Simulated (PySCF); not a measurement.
Level of theory: PySCF with B3LYP-D3(BJ)/def2-TZVP. All species are isolated molecules in the gas phase. B3LYP has the VWN-RPA correlation part, as in Gaussian. Delta-SCF ions had no search for a lower state. 

Reference species (SMILES): `[Cl][GaH2]` (neutral, multiplicity 1).

The vertical ionisation energy (Delta-SCF) comes out as 10.76 eV and the HOMO is -8.21 eV.

Changed species: `[GaH3]` (0 of 3 H replaced by Cl; the reference has 1 of 3 H replaced by Cl).

Predict the effect on the vertical ionisation energy (Delta-SCF) and HOMO.

the vertical ionisation energy (Delta-SCF) goes up by 0.46 eV, to 11.22 eV; the HOMO drops by 0.20 eV, to -8.41 eV.
